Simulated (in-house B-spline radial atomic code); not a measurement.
Stripping thallium of all its electrons. The total binding energy is the sum of the 81 successive ionisation energies. Configuration: [Xe] 4f14 5d10 6s2 (6p1/2)1. Method: Dirac-Hartree-Fock, average of the jj configuration, Fermi nucleus of rms radius 5.4759 fm. Calculated with a B-spline radial code for spherical atoms.

Dirac-Coulomb total energy: -20274.8672 hartree. First-order corrections (hartree): Breit 23.17, self-energy 19.96, vacuum polarisation -3.984, recoil 0.0325.

What total binding energy follows, and how does it compare with the sum of NIST's ionisation energies?

550641 eV from the corrected total, against 550807 ± 340 eV from NIST's table (measured, semi-empirical and theoretical entries, uncertainties added in quadrature). The difference, +166 eV, is within about twice the table's uncertainty, so it can't show the correlation energy.

What share of the binding belongs to the last two electrons?

35 % by NIST's values (195375.3 eV).
